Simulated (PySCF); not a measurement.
Input file for PySCF: R-HF/STO-3G on CH6AlAs (SMILES [CH3][AlH][AsH2]), a point of a torsion scan.

```python
from pyscf import gto, scf, dft, mp
from pyscf.data.elements import chemcore

mol = gto.M(
    atom='''
    C    -1.35898398    0.10063919   -0.35527295
    Al    0.08039547   -0.42209793    0.91780070
    As    2.35411030   -0.92325393    0.28848871
    H    -2.20221200   -0.60137909   -0.33822862
    H    -1.78933641    1.08065889   -0.11313534
    H    -1.02339356    0.15769033   -1.40031557
    H    -0.40060523   -0.48160092    2.40312060
    H     1.63056762   -1.70077188   -0.79891842
    H     2.14727424    0.33068646   -0.54569417
    ''',
    basis='sto-3g',
    charge=0, spin=0, verbose=3, max_memory=1800)
mf = scf.RHF(mol)
mf.conv_tol = 1e-8
mf.max_cycle = 100
mf.kernel()
if not mf.converged:
    mf = mf.newton().run(mf.mo_coeff, mf.mo_occ)
```

Output:

```
converged SCF energy = -2489.21486798581
```

Self-consistency was reached.

Cost: about 0.4 core-seconds (a rough figure).
